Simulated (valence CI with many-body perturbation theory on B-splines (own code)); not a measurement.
**Bi⁵⁰⁺: calculated level list**

Calculated by relativistic CI+MBPT: five valence electrons over a frozen Dirac-Fock core [Ar] 3d10, radial functions for each j: 9 s, 9 p, 8 d, 6 f, 3 g, 1 h, with the one-electron correlation potential Σ1, the two-electron term Σ2, the three-electron term Σ3, Breit, model QED; selected CI, second order for the rest (own B-spline code, finite nucleus).

No measured spectrum was set against this ion. As an estimate, large intervals hold to a few tenths of a per cent, small ones and those within an open d or f shell to about a per cent. Among the levels kept, up to 330 cm⁻¹ of a level comes from second order outside the variational space, and about a tenth of that is noise between levels of different J, which matters for small intervals.

Levels 1 to 45 of 53, with energies above the lowest level, (4s^2 4p1/2^2 4p3/2) J=3/2. "Leading %" is the weight of the configuration and term that name the level; weights of strongly mixed levels are sums over their largest components and can fall short. In the jj column 3d3/2^4 stands for four electrons in 3d with j = 3/2. Lifetimes count E1, E2, E3, M1 and M2 decay at the calculated energies, and are blank where another channel may lead or the interval is too uncertain; long ones can be off by a factor of two.

```csv
No.,Configuration,Term,J,E (eV),Leading %,Second component,Lifetime,g,Leading jj
1,4s²4p³,²P°,3/2,0.00,48,27 % 4s²4p³ ²D°,,1.349,4s^2 4p1/2^2 4p3/2 (99 %)
2,4s²4p³,⁴S°,3/2,169.47,55,44 % 4s²4p³ ²D°,21.1 ns,1.458,4s^2 4p1/2 4p3/2^2 (99 %)
3,4s²4p³,²D°,5/2,175.86,99,,92.1 ns,1.193,4s^2 4p1/2 4p3/2^2 (99 %)
4,4s²4p³,²P°,1/2,184.00,99,,33.6 ns,0.656,4s^2 4p1/2 4p3/2^2 (99 %)
5,4s²4p²4d,²D,3/2,186.57,40,34 % 4s²4p²4d ⁴F,35.8 ps,0.784,4s^2 4p1/2^2 4d3/2 (99 %)
6,4s²4p²4d,²D,5/2,231.56,32,20 % 4s²4p²4d ⁴D,2.75 ps,1.207,4s^2 4p1/2^2 4d5/2 (96 %)
7,4s4p⁴,⁴P,5/2,292.28,67,27 % 4s4p⁴ ²D,2.87 ps,1.465,4s 4p1/2^2 4p3/2^2 (94 %)
8,4s4p⁴,²S,1/2,309.82,60,27 % 4s4p⁴ ⁴P,1.50 ps,2.069,4s 4p1/2^2 4p3/2^2 (93 %)
9,4s4p⁴,²P,3/2,311.81,43,33 % 4s4p⁴ ²D,788 fs,1.176,4s 4p1/2^2 4p3/2^2 (89 %)
10,4s²4p³,²P°,3/2,354.65,51,28 % 4s²4p³ ²D°,8.37 ns,1.310,4s^2 4p3/2^3 (98 %)
11,4s²4p²4d,⁴F,5/2,354.99,46,46 % 4s²4p²4d ²F,55.9 ps,0.960,4s^2 4p1/2 4p3/2 4d3/2 (98 %)
12,4s²4p²4d,⁴F,3/2,355.76,38,27 % 4s²4p²4d ⁴D,6.58 ps,0.904,4s^2 4p1/2 4p3/2 4d3/2 (97 %)
13,4s²4p²4d,⁴D,1/2,355.91,80,15 % 4s²4p²4d ²P,52.6 ps,0.192,4s^2 4p1/2 4p3/2 4d3/2 (99 %)
14,4s²4p²4d,²G,7/2,361.56,51,26 % 4s²4p²4d ²F,483 ps,1.031,4s^2 4p1/2 4p3/2 4d3/2 (97 %)
15,4s²4p²4d,²D,5/2,378.86,36,24 % 4s²4p²4d ²F,313 fs,1.174,4s^2 4p1/2 4p3/2 4d3/2 (93 %)
16,4s²4p²4d,²D,3/2,380.84,35,26 % 4s²4p²4d ²P,236 fs,1.197,4s^2 4p1/2 4p3/2 4d3/2 (91 %)
17,4s²4p²4d,²P,1/2,381.94,38,35 % 4s²4p²4d ⁴P,288 fs,1.704,4s^2 4p1/2 4p3/2 4d3/2 (95 %)
18,4s²4p²4d,⁴D,7/2,392.06,48,36 % 4s²4p²4d ⁴F,796 ps,1.309,4s^2 4p1/2 4p3/2 4d5/2 (99 %)
19,4s²4p²4d,²P,3/2,398.73,45,24 % 4s²4p²4d ⁴P,4.09 ps,1.363,4s^2 4p1/2 4p3/2 4d5/2 (95 %)
20,4s²4p²4d,²G,9/2,399.31,62,37 % 4s²4p²4d ⁴F,636 ns,1.188,4s^2 4p1/2 4p3/2 4d5/2 (99 %)
21,4s²4p²4d,²F,5/2,401.30,35,28 % 4s²4p²4d ²D,3.88 ps,1.128,4s^2 4p1/2 4p3/2 4d5/2 (95 %)
22,4s²4p²4d,²D,5/2,414.70,38,35 % 4s²4p²4d ⁴P,826 fs,1.269,4s^2 4p1/2 4p3/2 4d5/2 (94 %)
23,4s²4p²4d,²F,7/2,415.38,60,17 % 4s²4p²4d ⁴F,1.24 ps,1.124,4s^2 4p1/2 4p3/2 4d5/2 (96 %)
24,4s²4p²4d,²D,3/2,418.41,61,20 % 4s²4p²4d ²P,1.80 ps,0.933,4s^2 4p1/2 4p3/2 4d5/2 (97 %)
25,4s²4p²4d,²P,1/2,420.14,55,36 % 4s²4p²4d ²S,1.39 ps,1.218,4s^2 4p1/2 4p3/2 4d5/2 (96 %)
26,4s²4p²4f,²F°,5/2,437.89,38,29 % 4s²4p²4f ⁴G°,3.74 ps,0.848,4s^2 4p1/2^2 4f5/2 (95 %)
27,4s²4p²4f,²F°,7/2,451.22,33,16 % 4s²4p²4f ⁴F°,4.70 ps,1.142,4s^2 4p1/2^2 4f7/2 (94 %)
28,4s4p⁴,⁴P,3/2,468.83,74,16 % 4s4p⁴ ²D,936 fs,1.532,4s 4p1/2 4p3/2^3 (92 %)
29,4s4p³4d,⁴D°,5/2,475.51,29,21 % 4s4p³4d ⁴F°,16.2 ps,1.270,4s 4p1/2^2 4p3/2 4d3/2 (95 %)
30,4s4p³4d,⁴D°,3/2,476.27,27,24 % 4s4p³4d ⁶D°,9.03 ps,1.290,4s 4p1/2^2 4p3/2 4d3/2 (97 %)
31,4s4p³4d,⁴P°,1/2,476.48,46,30 % 4s4p³4d ⁶D°,19.5 ps,2.410,4s 4p1/2^2 4p3/2 4d3/2 (97 %)
32,4s4p⁴,²D,5/2,478.75,67,25 % 4s4p⁴ ⁴P,930 fs,1.299,4s 4p1/2 4p3/2^3 (92 %)
33,4s4p³4d,⁴F°,7/2,481.98,23,18 % 4s4p³4d ⁶D°,13.3 ps,1.266,4s 4p1/2^2 4p3/2 4d3/2 (88 %)
34,4s4p⁴,²P,1/2,491.13,57,33 % 4s4p⁴ ⁴P,430 fs,1.359,4s 4p1/2 4p3/2^3 (90 %)
35,4s4p³4d,²D°,3/2,492.00,29,14 % 4s4p³4d ⁴F°,1.47 ps,0.999,4s 4p1/2^2 4p3/2 4d3/2 (87 %)
36,4s4p⁴,²P,3/2,492.38,45,41 % 4s4p⁴ ²D,443 fs,1.086,4s 4p1/2 4p3/2^3 (90 %)
37,4s4p³4d,⁴D°,1/2,500.25,47,26 % 4s4p³4d ²P°,853 fs,0.547,4s 4p1/2^2 4p3/2 4d3/2 (94 %)
38,4s4p³4d,²F°,5/2,501.06,32,22 % 4s4p³4d ⁴G°,636 fs,0.916,4s 4p1/2^2 4p3/2 4d3/2 (91 %)
39,4s4p³4d,⁴F°,9/2,511.52,48,30 % 4s4p³4d ⁶D°,29.3 ps,1.352,4s 4p1/2^2 4p3/2 4d5/2 (97 %)
40,4s4p³4d,⁴D°,5/2,522.29,30,20 % 4s4p³4d ⁴P°,1.97 ps,1.382,4s 4p1/2^2 4p3/2 4d5/2 (96 %)
41,4s4p³4d,²D°,3/2,529.10,33,18 % 4s4p³4d ⁴D°,2.49 ps,1.137,4s 4p1/2^2 4p3/2 4d5/2 (87 %)
42,4s4p³4d,²F°,7/2,529.17,33,14 % 4s4p³4d ⁴D°,1.87 ps,1.242,4s 4p1/2^2 4p3/2 4d5/2 (88 %)
43,4s4p³4d,⁴D°,7/2,537.36,29,25 % 4s4p³4d ²F°,818 fs,1.198,4s 4p1/2^2 4p3/2 4d5/2 (91 %)
44,4s4p³4d,²P°,1/2,542.21,47,35 % 4s4p³4d ⁴D°,1.73 ps,0.646,4s 4p1/2^2 4p3/2 4d5/2 (95 %)
45,4s4p³4d,²P°,3/2,545.35,27,14 % 4s4p³4d ⁴P°,794 fs,1.342,4s 4p1/2^2 4p3/2 4d5/2 (92 %)
```

The ionisation energy to 4s²4p² ³P0 of the next ion comes out as 2837.4 eV (NIST: 2835 ± 4 eV (theoretical)). All 53 levels together are meant to be complete up to 568.38 eV.
